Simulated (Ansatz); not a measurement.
Reaction (substitution at a C–N bond): `C/N=C\Br` + `NO` → `CON` + `N=CBr`

Gas-phase electronic energies from Ansatz, PBE0-D4/def2-TZVP geometries. CCSD(T)/CBS adds triple-zeta CCSD(T) − MP2 to the extrapolated MP2 energy (def2 sets, frozen cores). This one scheme is used for every species. Functionals use def2-TZVPP. For Br outer-core shells are correlated without core-valence functions, which leaves a few kJ/mol of doubt a bond. Scalar relativity is left out up to krypton. One conformer a species, not always the lowest.

```tsv
level	ΔE (kJ/mol)
PBE-D4	42.6
MP2/def2-TZVPP	41.3
HF/def2-QZVPP	20.9
MP2/def2-QZVPP	42.7
```

Q: What does CCSD(T)/CBS give? (Estimate.)

A: Ansatz gave: +38.3 kJ/mol. The listed levels differ from it by 4.3, 3.0, -17.4, 4.4 kJ/mol.

Largest T1 diagnostic among the species: 0.012.

In def2-TZVPP, CCSD(T) changes the Hartree–Fock value by +14.1 kJ/mol (the triples alone add +2.9 kJ/mol) and MP2 by +19.8 kJ/mol. The D4 term adds +3.1 kJ/mol with B3LYP and +1.7 kJ/mol with PBE0; it sums over pairs of atoms, weighted by their polarisabilities, and B3LYP, whose exchange is more repulsive, gets the larger term.

B3LYP here is the variant with VWN-RPA as its local correlation; programs differ in this.
